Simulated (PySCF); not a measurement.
# Electron correlation in Os⁷¹⁺ (osmium, charge +71)

Starting occupation: [He] 2s2 2p1, 2p3/2 with m_j = +3/2. Calculation: PySCF 2.14, in an even-tempered Gaussian basis (16 s from 59 bohr⁻², ratio 2.4; 13 p from 76 bohr⁻², ratio 2.4; 5 d from 240 bohr⁻², ratio 2.6; 4 f from 370 bohr⁻², ratio 2.6); X2C-1e with screened-nucleus spin-orbit coupling, Gaussian nucleus. Frozen: nothing; 5 electrons correlated; the 28 highest virtual spinors left out.

MP2 pair energies summed by pair of shells (mhartree):

| pair | energy | share (%) |
| --- | --- | --- |
| 2s1/2-2s1/2 | -181.36 | 56.3 |
| 1s1/2-1s1/2 | -64.04 | 19.9 |
| 2p3/2-2s1/2 | -42.76 | 13.3 |
| 1s1/2-2s1/2 | -24.17 | 7.5 |
| 1s1/2-2p3/2 | -9.99 | 3.1 |

Total MP2 correlation energy: -322.33 mhartree.

At this charge the one-electron X2C treatment keeps the bare 1/r₁₂, with no two-electron picture change or Breit term. That inflates the 1s pair energies well beyond their four-component values.
